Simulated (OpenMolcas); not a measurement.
**Ag²⁺: the spin-orbit constant, worked from levels**

```yaml
Program: OpenMolcas
Basis: ANO-RCC-VQZP [8s7p5d3f2g1h]
Scalar_Hamiltonian: DKH2, point nucleus
Active_space: 9 electrons in 6 orbitals (4d 5s)
State_averaging: 2S+1 = 2 even, 29 roots; 2S+1 = 4 even, 10 roots kept (CI in the orbitals of an earlier block)
Spin-orbit_coupling: state interaction with AMFI integrals over the reference wave functions, term energies averaged over their components
```

Methods: CASSCF; MS-CASPT2, IPEA 0.25 Eh, imaginary shift 0.1 Eh (closed shells correlated: 4s 4p). Measured levels: Moore, Atomic Energy Levels, vol. III, NSRDS-NBS 35 (1971 reprint of NBS Circular 467, 1958).

**The spin-orbit constant.** For the Hund term 2D of d9, E(J) = (A/2) J(J+1) + constant and ζ = -2S·A = -A. From J = 3/2 to J = 5/2 the energy changes by 2.5 A.

```csv
Source,E(5/2) - E(3/2),A,ζ
CASSCF,-4700.0,-1880.0,1880
MS-CASPT2,-4704.0,-1881.6,1882
measured,-4607.0,-1842.8,1843
```

All in cm-1. MS-CASPT2 is off by +2.1 % and CASSCF by +2.0 %. Both methods take the spin-orbit matrix elements from the reference wave functions, so the second can move ζ only through the term energies and any multistate remixing.

CASPT2 breaks the degeneracy within a term, and the mean is taken; among the terms shown or strongly mixed into the levels shown the widest spread is 14 cm-1 (4d9 2D, MS-CASPT2). Without dynamic correlation excited terms often stand tens of per cent too high (terms of higher spin than the ground term too low), and those without a measured partner can miss by more than the paired ones (holds for CASSCF). Computed and measured levels are paired by configuration, term and J; levels that our copy of the source lacks, or whose pairing is in doubt (as where it misses far off the trend of its configuration), stay unpaired and out of the deviations. Levels of configurations outside the active space are missing.
